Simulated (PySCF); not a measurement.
BiF$_{2}$ (SMILES [F][Bi][F]), doublet, at a GFN2-xTB geometry (such geometries of metal compounds can be far from the true shape) (the spin is typed, not shown lowest) (core potentials on Bi).

Input for PySCF:
```python
from pyscf import gto, scf, dft

mol = gto.M(
    atom='''
Bi    0.21676949    0.09744039    0.08784468
F    -1.13429517    0.71672105   -1.36595467
F    -0.86480123   -1.61533800    0.55583154
''',
    basis='def2-sv(p)',
    ecp={'Bi': 'def2-sv(p)'},
    spin=1,
    verbose=4,
)

mf = dft.UKS(mol)
mf.xc = 'tpss'
mf.kernel()
```

### Question
What does this run give for the HOMO energy, total energy, nuclear repulsion energy, Mulliken (on the basis functions themselves) charges in atom order, <S^2>, dipole moment?

### Answer

```json
{
  "HOMO energy": "-4.97 eV",
  "total_energy": "-414.1280 Eh",
  "nuclear_repulsion_energy": "119.5034 Eh",
  "Mulliken (on the basis functions themselves) charges in atom order": "Bi1 0.84, F2 -0.42, F3 -0.42",
  "<S^2>": "0.752",
  "dipole_moment": "4.36 D"
}
```

These values belong to the state on which the SCF converged, which isn't shown to be the lowest.
